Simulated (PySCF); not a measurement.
CH7NOSi, SMILES O[Si@H](C)N. Geometry optimised at PBE-D3(BJ)/def2-SVP. The structure was generated by enumeration; whether it is a known compound was not checked. The values are those of a single conformer.

The numbers are results of PBE-D3(BJ)/def2-SVP (PySCF), not measurements.

Harmonic wavenumbers (cm⁻¹): 140, 186, 213, 224, 284, 359, 410, 625, 651, 718, 785, 787, 832, 882, 900, 928, 1218, 1383, 1385, 1493, 2158, 2972, 3067, 3079, 3490, 3585, 3745. Rotational constants (GHz): 6.212, 5.618, 3.453; symmetry number 1.

### Question
Work out the zero-point energy and the ideal-gas rigid-rotor harmonic-oscillator thermochemistry at 298.15 K and 1 atm.

### Answer
ZPE = ½ Σ hcν = ½ × 36500 cm⁻¹ = 52.18 kcal/mol. H − E(el) = 57.20 kcal/mol. Entropy in cal/(mol K): translation 38.95, rotation 25.39, vibration 14.76, total 79.10. G − E(el) = 33.61 kcal/mol. Cp = 26.69 cal/(mol K). Modes under 150 cm⁻¹ make the vibrational entropy uncertain.
